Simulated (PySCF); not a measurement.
2-fluoropenta-1,4-diene (C₅H₇F), SMILES C=CCC(=C)F. Atoms are numbered in the order given.

```xyz
13

C      2.4692     0.4938     0.2582
C      1.4028    -0.2849     0.4323
C      0.0468     0.2008     0.8559
C     -1.0127    -0.1030    -0.1531
C     -2.0897    -0.8685     0.0013
F     -0.7774     0.4913    -1.3281
H      2.4170     1.5761     0.4147
H      3.4334     0.0805    -0.0484
H      1.4870    -1.3646     0.2568
H     -0.2450    -0.2662     1.8101
H      0.0795     1.2920     1.0175
H     -2.2824    -1.3561     0.9566
H     -2.7912    -1.0125    -0.8219
```

The structure is a stationary point at PBE0-D3(BJ)/def2-SVP. Other conformers were not sampled.

The numbers are results of PBE0-D3(BJ)/def2-SVP run with PySCF, not measurements.

Harmonic, unscaled wavenumbers; measured fundamentals usually lie a few per cent lower.

Computed normal modes with their intensities:
```json
[
 {"mode": "1", "ν (cm⁻¹)": "69", "IR (km/mol)": "0.1", "moving atoms (share of kinetic energy)": "C 57 %, H 34 %, F 9 %"},
 {"mode": "2", "ν (cm⁻¹)": "81", "IR (km/mol)": "0.4", "moving atoms (share of kinetic energy)": "C 52 %, F 25 %, H 23 %"},
 {"mode": "3", "ν (cm⁻¹)": "219", "IR (km/mol)": "0.6", "moving atoms (share of kinetic energy)": "C 48 %, H 35 %, F 18 %"},
 {"mode": "4", "ν (cm⁻¹)": "359", "IR (km/mol)": "0.2", "moving atoms (share of kinetic energy)": "C 58 %, H 32 %, F 10 %"},
 {"mode": "5", "ν (cm⁻¹)": "424", "IR (km/mol)": "0.2", "moving atoms (share of kinetic energy)": "H 49 %, C 36 %, F 14 %"},
 {"mode": "6", "ν (cm⁻¹)": "481", "IR (km/mol)": "6.2", "moving atoms (share of kinetic energy)": "C 43 %, H 33 %, F 25 %"},
 {"mode": "7", "ν (cm⁻¹)": "573", "IR (km/mol)": "4.5", "moving atoms (share of kinetic energy)": "H 53 %, C 44 %"},
 {"mode": "8", "ν (cm⁻¹)": "680", "IR (km/mol)": "9.0", "moving atoms (share of kinetic energy)": "C 55 %, H 41 %"},
 {"mode": "9", "ν (cm⁻¹)": "753", "IR (km/mol)": "0.0", "moving atoms (share of kinetic energy)": "H 86 %, C 9 %"},
 {"mode": "10", "ν (cm⁻¹)": "871", "IR (km/mol)": "55.0", "moving atoms (share of kinetic energy)": "H 70 %, C 29 %"},
 {"mode": "11", "ν (cm⁻¹)": "894", "IR (km/mol)": "16.7", "moving atoms (share of kinetic energy)": "C 53 %, H 39 %"},
 {"mode": "12", "ν (cm⁻¹)": "911", "IR (km/mol)": "15.9", "moving atoms (share of kinetic energy)": "H 61 %, C 34 %"},
 {"mode": "13", "ν (cm⁻¹)": "952", "IR (km/mol)": "23.6", "moving atoms (share of kinetic energy)": "H 68 %, C 28 %"},
 {"mode": "14", "ν (cm⁻¹)": "958", "IR (km/mol)": "44.2", "moving atoms (share of kinetic energy)": "H 46 %, C 33 %, F 21 %"},
 {"mode": "15", "ν (cm⁻¹)": "979", "IR (km/mol)": "0.9", "moving atoms (share of kinetic energy)": "C 49 %, H 48 %"},
 {"mode": "16", "ν (cm⁻¹)": "1032", "IR (km/mol)": "12.8", "moving atoms (share of kinetic energy)": "H 88 %, C 12 %"},
 {"mode": "17", "ν (cm⁻¹)": "1118", "IR (km/mol)": "3.5", "moving atoms (share of kinetic energy)": "H 58 %, C 41 %"},
 {"mode": "18", "ν (cm⁻¹)": "1221", "IR (km/mol)": "9.6", "moving atoms (share of kinetic energy)": "H 71 %, C 27 %"},
 {"mode": "19", "ν (cm⁻¹)": "1281", "IR (km/mol)": "6.6", "moving atoms (share of kinetic energy)": "H 71 %, C 28 %"},
 {"mode": "20", "ν (cm⁻¹)": "1310", "IR (km/mol)": "6.7", "moving atoms (share of kinetic energy)": "H 74 %, C 26 %"},
 {"mode": "21", "ν (cm⁻¹)": "1359", "IR (km/mol)": "70.5", "moving atoms (share of kinetic energy)": "C 68 %, H 24 %"},
 {"mode": "22", "ν (cm⁻¹)": "1393", "IR (km/mol)": "0.7", "moving atoms (share of kinetic energy)": "H 85 %, C 14 %"},
 {"mode": "23", "ν (cm⁻¹)": "1425", "IR (km/mol)": "14.1", "moving atoms (share of kinetic energy)": "H 82 %, C 18 %"},
 {"mode": "24", "ν (cm⁻¹)": "1435", "IR (km/mol)": "8.6", "moving atoms (share of kinetic energy)": "H 86 %, C 14 %"},
 {"mode": "25", "ν (cm⁻¹)": "1745", "IR (km/mol)": "24.1", "moving atoms (share of kinetic energy)": "C 89 %, H 11 %"},
 {"mode": "26", "ν (cm⁻¹)": "1776", "IR (km/mol)": "102.3", "moving atoms (share of kinetic energy)": "C 92 %"},
 {"mode": "27", "ν (cm⁻¹)": "3061", "IR (km/mol)": "8.5", "moving atoms (share of kinetic energy)": "H 94 %"},
 {"mode": "28", "ν (cm⁻¹)": "3125", "IR (km/mol)": "5.6", "moving atoms (share of kinetic energy)": "H 91 %, C 9 %"},
 {"mode": "29", "ν (cm⁻¹)": "3158", "IR (km/mol)": "7.3", "moving atoms (share of kinetic energy)": "H 95 %"},
 {"mode": "30", "ν (cm⁻¹)": "3173", "IR (km/mol)": "4.9", "moving atoms (share of kinetic energy)": "H 91 %, C 9 %"},
 {"mode": "31", "ν (cm⁻¹)": "3197", "IR (km/mol)": "1.1", "moving atoms (share of kinetic energy)": "H 94 %"},
 {"mode": "32", "ν (cm⁻¹)": "3264", "IR (km/mol)": "5.9", "moving atoms (share of kinetic energy)": "H 89 %, C 11 %"},
 {"mode": "33", "ν (cm⁻¹)": "3308", "IR (km/mol)": "0.2", "moving atoms (share of kinetic energy)": "H 89 %, C 11 %"}
]
```
